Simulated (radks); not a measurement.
Neutral chlorine inside a hard spherical wall (all orbitals vanish at R), configuration held at [Ne] 3s2 3p5 and not refilled when levels cross. Method: non-relativistic Kohn-Sham, PBE, spin-polarised, spherical densities, point nucleus; open shells are filled with parallel spins first; computed with a radial shooting solver on a logarithmic mesh with Libxc functionals. Eigenvalues in eV for spin up, with the zero of energy where the potential of the charges vanishes at infinity; a dash marks a level that is unbound or too diffuse for the functional's potential to be trusted. A positive occupied level is held by the wall or, in an anion where self-interaction has pushed it up, behind a barrier. The pressure on the wall is -dE/dV.

R (bohr),E (hartree),kinetic (hartree),e(2s),e(2p),e(3s),e(3p),"e(4s, empty)","e(4p, empty)",pressure (GPa)
free,-459.97063,459.408,-251.01,-191.63,-20.972,-9.011,-,-,0
15,-459.97063,459.408,-251.01,-191.63,-20.972,-9.011,-,-,< 0.0001
12,-459.97063,459.408,-251.01,-191.63,-20.971,-9.010,-0.198,1.112,< 0.0001
8,-459.97039,459.411,-250.98,-191.61,-20.953,-8.992,0.828,3.091,0.0141
6,-459.96478,459.457,-250.67,-191.30,-20.720,-8.759,3.658,7.341,0.609
4,-459.81466,460.313,-246.90,-187.48,-18.149,-5.927,18.571,25.721,39.2
3.5,-459.59651,461.353,-243.32,-183.86,-15.723,-3.141,30.170,38.662,128
3,-459.03874,463.675,-236.63,-177.07,-10.890,2.443,51.520,61.394,453
2.5,-457.53157,469.035,-224.18,-164.35,-0.462,14.303,93.710,104.43,1810
2,-453.09995,482.331,-200.88,-140.38,25.180,42.276,185.94,194.63,8740
1.5,-437.95734,520.582,-155.36,-92.764,103.52,121.90,422.88,415.70,57800
